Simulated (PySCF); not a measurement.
Species: BF₃H₃P.
Atom-mapped SMILES: `[BH3-:1][P+:2]([F:3])([F:4])[F:5]` (hydrogens: H6, H7, H8 on B1)

Geometry (GFN2-xTB, Å), atoms numbered from 1 in this order:
```xyz
8
BF3H3P angstrom
B      1.125   -0.164    0.025
P     -0.724    0.110   -0.021
F     -1.664   -0.709   -1.001
F     -1.358    1.518   -0.380
F     -1.635   -0.120    1.255
H      1.250   -1.302    0.316
H      1.521    0.585    0.849
H      1.494    0.092   -1.068
```

PySCF, density fitting, gas phase, GFN2-xTB geometry. The standard run uses grid level 2 after a coarse-grid start, the def2-universal JK fitting basis (with tight functions added where the orbital basis needs them), an energy threshold of 1e-9 Eh and DIIS. The changed runs have no coarse-grid stage.

Problem. Standard PBE0/pcSseg-1: E = -667.109480 Eh, HOMO -10.077 eV, LUMO -0.786 eV, dipole 0.590 D, 12 cycles (coarse-grid cycles included). What changes at PBE0/pcSseg-1 with: start guess sap?

Solution. E = -667.109480 Eh (0.000 mEh), HOMO -10.077 eV (0.000), LUMO -0.786 eV (0.000), dipole 0.590 D (0.000), 11 SCF cycles. The result matches the standard run within 0.02 mEh and 0.003 eV; such settings steer the iterations and don't enter the energy expression.

The cycles:
```
cycle   1  E = -666.3363342346  dE = -6.867e-02  |g| = 1.544e+00  |ddm| = 3.071e+00
cycle   2  E = -665.5012987956  dE =  8.350e-01  |g| = 2.798e+00  |ddm| = 3.328e+00
cycle   3  E = -667.0766622072  dE = -1.575e+00  |g| = 3.326e-01  |ddm| = 1.894e+00
cycle   4  E = -667.1029597534  dE = -2.630e-02  |g| = 1.792e-01  |ddm| = 4.528e-01
cycle   5  E = -667.1094195476  dE = -6.460e-03  |g| = 1.712e-02  |ddm| = 1.543e-01
cycle   6  E = -667.1094765352  dE = -5.699e-05  |g| = 3.901e-03  |ddm| = 2.055e-02
cycle   7  E = -667.1094800361  dE = -3.501e-06  |g| = 1.138e-03  |ddm| = 4.535e-03
cycle   8  E = -667.1094802659  dE = -2.298e-07  |g| = 5.270e-04  |ddm| = 1.113e-03
cycle   9  E = -667.1094803059  dE = -3.998e-08  |g| = 8.344e-05  |ddm| = 3.277e-04
cycle  10  E = -667.1094803073  dE = -1.390e-09  |g| = 1.024e-05  |ddm| = 7.211e-05
cycle  11  E = -667.1094803073  dE = -2.444e-11  |g| = 1.803e-06  |ddm| = 1.280e-05
```
